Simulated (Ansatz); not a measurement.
The inner images of a band of C$_{2}$H$_{6}$BFSi (11 atoms, charge 0, multiplicity 1) are given out of order.

Computed with RKS BLYP-D4/cc-pVDZ (Ansatz 0.2.0).

First end point:

```xyz
11
Properties=species:S:1:pos:R:3
F 1.429 1.547 0.846
C 0.978 0.369 0.211
C -0.038 -0.460 1.048
B -0.992 -1.004 -0.088
Si -0.266 0.474 -1.312
H 1.873 -0.247 -0.032
H 0.356 -1.089 1.874
H -0.737 0.280 1.533
H -1.758 -1.935 -0.068
H 0.275 0.251 -2.702
H -1.055 1.758 -1.288
```

Last end point:

```xyz
11
Properties=species:S:1:pos:R:3
F 1.124 1.690 1.241
C 0.911 0.641 0.316
C 0.057 -0.531 0.906
B -1.082 -0.760 -0.223
Si -0.504 0.966 -0.995
H 1.904 0.316 -0.057
H 0.674 -1.437 1.104
H -0.376 -0.206 1.873
H -1.957 -1.577 -0.332
H -0.394 -0.690 -1.417
H -0.293 1.531 -2.395
```

Question: Put them in order from the first end to the last, with their energies above the first end.
A.
```xyz
11
Properties=species:S:1:pos:R:3
F 1.095 1.690 1.210
C 0.930 0.611 0.310
C 0.059 -0.550 0.907
B -1.109 -0.737 -0.202
Si -0.452 0.891 -1.042
H 1.941 0.285 -0.011
H 0.649 -1.463 1.142
H -0.381 -0.181 1.857
H -1.980 -1.558 -0.323
H -0.267 -0.698 -1.475
H -0.421 1.653 -2.353
```
B.
```xyz
11
Properties=species:S:1:pos:R:3
F 1.022 1.680 1.170
C 0.921 0.574 0.291
C 0.061 -0.589 0.912
B -1.217 -0.698 -0.039
Si -0.367 0.697 -1.174
H 1.954 0.269 0.022
H 0.621 -1.509 1.184
H -0.361 -0.177 1.863
H -2.081 -1.533 -0.108
H 0.094 -0.565 -1.913
H -0.581 1.794 -2.188
```
C.
```xyz
11
Properties=species:S:1:pos:R:3
F 1.290 1.602 0.910
C 0.962 0.409 0.223
C 0.003 -0.521 1.025
B -1.049 -0.951 -0.070
Si -0.279 0.493 -1.308
H 1.915 -0.109 -0.025
H 0.450 -1.227 1.758
H -0.661 0.160 1.632
H -1.893 -1.812 -0.017
H 0.317 0.088 -2.635
H -0.990 1.811 -1.472
```
D.
```xyz
11
Properties=species:S:1:pos:R:3
F 1.072 1.683 1.204
C 0.928 0.599 0.306
C 0.060 -0.567 0.908
B -1.168 -0.706 -0.126
Si -0.415 0.816 -1.091
H 1.947 0.281 0.003
H 0.639 -1.485 1.145
H -0.366 -0.184 1.862
H -2.009 -1.554 -0.269
H -0.132 -0.656 -1.621
H -0.488 1.717 -2.302
```
E.
```xyz
11
Properties=species:S:1:pos:R:3
F 1.010 1.677 1.005
C 0.934 0.476 0.249
C 0.043 -0.595 0.971
B -1.168 -0.805 -0.030
Si -0.281 0.524 -1.301
H 1.973 0.138 0.056
H 0.563 -1.461 1.434
H -0.455 -0.061 1.825
H -2.118 -1.542 0.078
H 0.348 -0.252 -2.440
H -0.783 1.844 -1.827
```
F.
```xyz
11
Properties=species:S:1:pos:R:3
F 0.970 1.685 1.092
C 0.921 0.530 0.268
C 0.059 -0.604 0.933
B -1.212 -0.729 -0.014
Si -0.318 0.591 -1.254
H 1.969 0.234 0.049
H 0.602 -1.515 1.265
H -0.374 -0.153 1.865
H -2.147 -1.488 0.054
H 0.272 -0.437 -2.204
H -0.677 1.829 -2.035
```
G.
```xyz
11
Properties=species:S:1:pos:R:3
F 1.144 1.642 0.966
C 0.948 0.442 0.236
C 0.031 -0.570 0.996
B -1.108 -0.886 -0.053
Si -0.283 0.510 -1.304
H 1.952 0.022 0.009
H 0.519 -1.353 1.614
H -0.570 0.050 1.722
H -2.015 -1.677 0.034
H 0.341 -0.081 -2.548
H -0.893 1.844 -1.651
```

Answer: C (+0.02 eV), G (+0.06 eV), E (+0.10 eV), F (+0.16 eV), B (+0.30 eV), D (+0.42 eV), A (+0.36 eV).

Run time: 3.4 min on 2 threads of Arm Neoverse V1, with other jobs on the host, peak memory 0.15 GiB.
